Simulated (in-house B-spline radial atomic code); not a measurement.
Radial electron density of neutral nickel, [Ar] 3d8 4s2. All numbers are computed (scalar-relativistic (X2C) TPSSh, spin-polarised, spherical fractional occupations, exact exchange averaged over the configuration; Fermi nucleus of rms radius 3.7757 fm) with an all-electron radial atomic-structure program (B-spline basis), not measured.

One-electron X2C: radii and densities carry no picture-change correction, so inner-shell <1/r> comes out high (for 1s by about 2 % at Z = 33, 5 % at 54, 10 % at 75, 30 % at 118) and <r> low.

Columns: r (bohr), 4πr²n(r) (electrons per bohr), bar.

```
 0.00197   0.8822 #
 0.00242    1.264 #
 0.00296    1.789 ##
 0.00363    2.527 ###
 0.00444    3.528 ####
 0.00545    4.908 ######
 0.00667    6.715 ########
 0.00818    9.086 ##########
    0.01    12.02 ##############
  0.0123    15.69 ##################
   0.015    19.73 #######################
  0.0184    24.18 ############################
  0.0226    28.49 #################################
  0.0277    31.94 #####################################
  0.0339    33.85 #######################################
  0.0415    33.77 #######################################
  0.0509    31.76 ####################################
  0.0623    28.86 #################################
  0.0764    26.81 ###############################
  0.0936    27.46 ###############################
   0.115    31.27 ####################################
    0.14    36.04 #########################################
   0.172    38.49 ############################################
   0.211    35.39 ########################################
   0.258    27.62 ################################
   0.317    19.41 ######################
   0.388    15.93 ##################
   0.475    17.56 ####################
   0.582    20.24 #######################
   0.713     19.6 ######################
   0.874    15.22 #################
    1.07    9.744 ###########
    1.31    5.493 ######
    1.61    3.036 ###
    1.97    1.892 ##
    2.41    1.286 #
    2.96   0.8339 #
    3.62   0.4656 #
    4.44   0.2048 
    5.44   0.0699 
    6.66   0.0174 
    8.17 0.002833 
      10 0.0002886
```

On this grid the curve has 3 maxima, near 0.0339, 0.172, 0.582 bohr.

The 3d up radial function P(r) = rR(r), positive near the nucleus:

```csv
r (bohr),P
0.0184,0.001211
0.0277,0.003752
0.0415,0.01107
0.0623,0.03118
0.0936,0.08165
0.14,0.191
0.211,0.3939
0.317,0.6752
0.475,0.9272
0.713,0.9786
1.07,0.7851
1.61,0.4847
2.41,0.23
3.62,0.07629
5.44,0.01463
8.17,0.001258
```
